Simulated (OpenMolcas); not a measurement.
Consider [Cu2(μ-F)2(NH3)4]2+, a planar model complex in vacuum (2 bridging F, bridge angle 92°, metal-metal distance 2.73 Å, Cu–F 1.90 Å; typed geometry, not optimised).

```xyz
20

Cu    -1.3632     0.0000     0.0000
Cu     1.3632     0.0000     0.0000
F      0.0000     1.3164     0.0000
F      0.0000    -1.3164     0.0000
N     -2.7986     1.4354     0.0000
H     -3.0804     1.7172     0.9389
H     -2.5054     2.2922    -0.4695
H     -3.6554     1.1423    -0.4694
N     -2.7986    -1.4354     0.0000
H     -3.0804    -1.7172     0.9389
H     -3.6553    -1.1423    -0.4695
H     -2.5054    -2.2922    -0.4694
N      2.7986     1.4354     0.0000
H      3.0804     1.7172     0.9389
H      3.6553     1.1423    -0.4695
H      2.5054     2.2922    -0.4694
N      2.7986    -1.4354     0.0000
H      3.0804    -1.7172     0.9389
H      2.5054    -2.2922    -0.4695
H      3.6554    -1.1423    -0.4694
```

Question: Give the energies of the total-spin states at CASSCF(2,2) on the singly occupied d orbitals (ANO-RCC-VDZP on Cu, F, N and ANO-RCC-VDZ on H, scalar-relativistic DKH2, RICD, no spin-orbit coupling, OpenMolcas), and the exchange constant.

Answer: Local spins 1/2 and 1/2.

```tsv
total S	E (cm⁻¹)	natural occupations, lowest and highest
1	0.0	1.000, 1.000
0	23.7	0.997, 1.003
```

J = 11.9 cm⁻¹ (ferromagnetic).

J is defined by H = −2J S1·S2, so negative values are antiferromagnetic. Wave-function values come from the highest and lowest total spin; broken-symmetry values use Yamaguchi's formula with the computed ⟨S²⟩. The active space holds the singly occupied metal orbitals alone, without bridging-ligand orbitals. No row is a measured value.
